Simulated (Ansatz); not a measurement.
Gas-phase electronic energies from Ansatz, PBE0-D4/def2-TZVP geometries. CBS: MP2 limit from def2 TZ/QZ plus the TZ coupled-cluster correction, frozen cores. Functionals use def2-TZVPP. Elements past krypton have def2 core potentials. For As, Sn outer-core shells are correlated without core-valence functions, which leaves a few kJ/mol of doubt a bond. Scalar relativity is left out up to krypton. One conformer a species, not always the lowest.

`CC[AsH]C` + `[OH][SnH2][SH]` → `C[O][SnH2][SH]` + `C[AsH]C`  (substitution at a C–C bond)

Q: Is it downhill or uphill in electronic energy at CCSD(T)/CBS, and by how much? (Estimate.)

A: The calculation gave: Uphill: ΔE = +0.63 eV.

Q: What do these levels give: r2SCAN-D4, PBE0-D4, PBE0, MP2/def2-TZVPP, CCSD(T)/def2-TZVPP, MP2/def2-QZVPP? (Best estimate.)

A: Ansatz gave: r2SCAN-D4 0.59, PBE0-D4 0.61, PBE0 0.60, MP2/def2-TZVPP 0.67, CCSD(T)/def2-TZVPP 0.61, MP2/def2-QZVPP 0.68 eV.

Largest T1 diagnostic among the species: 0.013.

In def2-TZVPP, CCSD(T) changes the Hartree–Fock value by +0.10 eV (the triples alone add +0.01 eV) and MP2 by +0.16 eV.
